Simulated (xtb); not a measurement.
Ca (SMILES [Ca+]), charge +1, doublet (GFN-xTB shapes and energies of metal compounds can be far from the true ones); GFN0-xTB in xtb 6.7.1.

Here is a job for xtb.
```
$ xtb mol.xyz --gfn 0 --chrg 1 --uhf 1 --etemp 10 --json

# file mol.xyz
1

Ca     0.00000000     0.00000000     0.00000000
```

It wrote (shortened):

```
   ID    Z sym.   atoms
    1   20 Ca     1

           -------------------------------------------------
          |                Calculation Setup                |
           -------------------------------------------------

           -------------------------------------------------
          |                 G F N 0 - x T B                 |
           -------------------------------------------------

          ...................................................
          :                      SETUP                      :
          :.................................................:
          :  # basis functions                  10          :
          :  # atomic orbitals                   9          :
          :  # shells                            3          :
          :  # electrons                         1          :
          :  electronic temp.           10.0000000     K    :
          :  accuracy                    1.0000000          :
          :  -> integral cutoff          0.2500000E+02      :
          :  -> integral neglect         0.1000000E-07      :
          ...................................................

         :::::::::::::::::::::::::::::::::::::::::::::::::::::
         ::                     SUMMARY                     ::
         :::::::::::::::::::::::::::::::::::::::::::::::::::::
         :: total energy               1.151600388568 Eh    ::
         :: gradient norm              0.000000000000 Eh/a0 ::
         :: HOMO-LUMO gap              3.722035000000 eV    ::
         ::.................................................::
         :: H0 energy                 -0.253747054305 Eh    ::
         :: repulsion energy           0.000000000000 Eh    ::
         :: electrostat energy         1.405347442873 Eh    ::
         :: -> Gsolv                   0.000000000000 Eh    ::
         ::    -> Gsasa                0.000000000000 Eh    ::
         ::    -> Gshift               0.000000000000 Eh    ::
         :: dispersion energy          0.000000000000 Eh    ::
         :: short-range corr.          0.000000000000 Eh    ::
         :: add. restraining           0.000000000000 Eh    ::
         :: total charge               1.000000000000 e     ::
         :::::::::::::::::::::::::::::::::::::::::::::::::::::

           -------------------------------------------------
          |                Property Printout                |
           -------------------------------------------------

    * Orbital Energies and Occupations

         #    Occupation            Energy/Eh            Energy/eV
      -------------------------------------------------------------
         1        1.0000           -0.2537471              -6.9048 (HOMO)
         2                         -0.1169648              -3.1828 (LUMO)
         3                         -0.1169648              -3.1828
         4                         -0.1169648              -3.1828
         5                          0.0720011               1.9592
         6                          0.0720011               1.9592
         7                          0.0720011               1.9592
         8                          0.0720011               1.9592
         9                          0.0720011               1.9592
      -------------------------------------------------------------
                  HL-Gap            0.1367823 Eh            3.7220 eV
             Fermi-level            0.0000000 Eh            0.0000 eV

     #   Z          covCN         q      C6AA      α(0)
     1  20 Ca       0.000     1.000  2183.648   157.732

 Mol. C6AA /au·bohr⁶  :       2183.647834
 Mol. C8AA /au·bohr⁸  :     328026.472521
 Mol. α(0) /au        :        157.731533

Wiberg/Mayer (AO) data.
largest (>0.10) Wiberg bond orders for each atom

 ---------------------------------------------------------------------------
     #   Z sym  total        # sym  WBO       # sym  WBO       # sym  WBO
 ---------------------------------------------------------------------------
     1  20 Ca   0.000
 ---------------------------------------------------------------------------

 dipole moment from electron density (au)
     X       Y       Z
   0.0000   0.0000   0.0000  total (Debye):    0.000

           -------------------------------------------------
          | TOTAL ENERGY                1.151600388568 Eh   |
          | GRADIENT NORM               0.000000000000 Eh/α |
          | HOMO-LUMO GAP               3.722035000000 eV   |
           -------------------------------------------------

normal termination of xtb
```
